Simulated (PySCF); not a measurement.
F3Si (SMILES F[Si](F)F), doublet, geometry from GFN2-xTB.

The PySCF input:
```python
from pyscf import gto, scf, dft

mol = gto.M(
    atom='''
Si    0.25525364    0.24331611    0.24315598
F    -0.69074141   -0.73372896    1.06805322
F    -0.73927609    1.06837931   -0.68429241
F     1.03295628   -0.71314208   -0.76200346
''',
    basis='def2-svp',
    spin=1,
    verbose=4,
)

mf = dft.UKS(mol)
mf.xc = 'blyp'
mf.disp = 'd3zero'
mf.kernel()
mf.analyze()
```

Question: What does this run give for the HOMO energy, dipole moment, number of basis functions, nuclear repulsion energy, <S^2>, total energy?

Answer: 
```
Quantity                           Result
-------------------------  --------------
HOMO energy                      -6.41 eV
dipole moment                      1.56 D
number of basis functions              60
nuclear repulsion energy      176.9054 Eh
<S^2>                               0.751
total energy               -588.786363 Ha
```

These values belong to the state on which the SCF converged, which isn't shown to be the lowest.
